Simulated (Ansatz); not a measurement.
Basis sets compared for Sn18H28. The state is a singlet with charge 0. Geometry PBE-D4/def2-SVP. Ansatz on 4 threads of AMD EPYC 7R13 on a shared host and a share (37 GiB) of an NVIDIA H100 80GB HBM3; times are rough, and most runs start from earlier orbitals.

| atom | x (Å) | y (Å) | z (Å) |
| --- | --- | --- | --- |
| Sn1 | -1.133 | 4.860 | -1.609 |
| Sn2 | -3.771 | 2.655 | 1.673 |
| Sn3 | 0.793 | 1.154 | -3.461 |
| Sn4 | -1.096 | 0.380 | -1.490 |
| Sn5 | 2.809 | -2.327 | -2.298 |
| Sn6 | 3.744 | -0.878 | -0.059 |
| Sn7 | -0.702 | -4.483 | -1.006 |
| Sn8 | 0.877 | 2.580 | 1.822 |
| Sn9 | 0.234 | -1.803 | 2.611 |
| Sn10 | -3.908 | -1.912 | 0.858 |
| Sn11 | 0.548 | 3.962 | -3.690 |
| Sn12 | -1.391 | 2.667 | 0.155 |
| Sn13 | -4.430 | 0.126 | 2.723 |
| Sn14 | 3.148 | 1.873 | 0.292 |
| Sn15 | -1.165 | -1.936 | 0.154 |
| Sn16 | 2.021 | -4.926 | -1.570 |
| Sn17 | 2.971 | -2.330 | 2.229 |
| Sn18 | 0.277 | 0.727 | 3.848 |
| H19 | -0.470 | 6.243 | -0.795 |
| H20 | -2.685 | 5.319 | -2.236 |
| H21 | -5.057 | 3.181 | 0.629 |
| H22 | -3.635 | 3.836 | 2.940 |
| H23 | 0.438 | 0.353 | -4.959 |
| H24 | 2.434 | 0.783 | -3.044 |
| H25 | -2.584 | 0.228 | -2.400 |
| H26 | 1.313 | -1.682 | -2.910 |
| H27 | 3.959 | -2.255 | -3.595 |
| H28 | 5.483 | -0.953 | -0.190 |
| H29 | -1.615 | -4.576 | -2.482 |
| H30 | -1.377 | -5.655 | 0.088 |
| H31 | 1.215 | 4.149 | 2.503 |
| H32 | -0.494 | -3.003 | 3.647 |
| H33 | -4.873 | -1.644 | -0.560 |
| H34 | -4.382 | -3.450 | 1.513 |
| H35 | -0.104 | 4.399 | -5.238 |
| H36 | 2.114 | 4.696 | -3.555 |
| H37 | -6.098 | 0.131 | 3.216 |
| H38 | -3.478 | -0.163 | 4.145 |
| H39 | 3.022 | 2.689 | -1.240 |
| H40 | 4.557 | 2.535 | 1.071 |
| H41 | 2.861 | -5.534 | -0.184 |
| H42 | 2.215 | -6.069 | -2.862 |
| H43 | 3.313 | -4.019 | 2.014 |
| H44 | 3.863 | -1.788 | 3.619 |
| H45 | -1.240 | 1.153 | 4.577 |
| H46 | 1.478 | 0.703 | 5.106 |

In the def2 sets Sn takes a core potential; there is no spin–orbit coupling. Single mean-field runs in def2-SVP, def2-TZVP are fitted with def2-universal-jkfit.

Binding counts from free atoms (Sn triplet, H doublet) in the same basis, without a counterpoise term.

```tsv
level	functions	energy (Eh)	HOMO (eV)	LUMO (eV)	binding per atom (eV)	wall time
PBE-D4/def2-SVP (with forces)	608	-3874.4312	-5.72	-2.98	2.41	9.5 s
PBE0-D4/def2-SVP	608	-3874.6558	-6.53	-2.34	2.41	15 s
```

(1) Estimate the rows for PBE-D4/def2-TZVP, PBE0-D4/def2-TZVP.

Results:

(1) 
| level | functions | energy (Eh) | HOMO (eV) | LUMO (eV) | binding per atom (eV) | wall time |
| --- | --- | --- | --- | --- | --- | --- |
| PBE-D4/def2-TZVP | 1068 | -3874.5744 | -5.78 | -3.08 | 2.42 | 12 s |
| PBE0-D4/def2-TZVP | 1068 | -3874.7813 | -6.55 | -2.41 | 2.42 | 20 s |
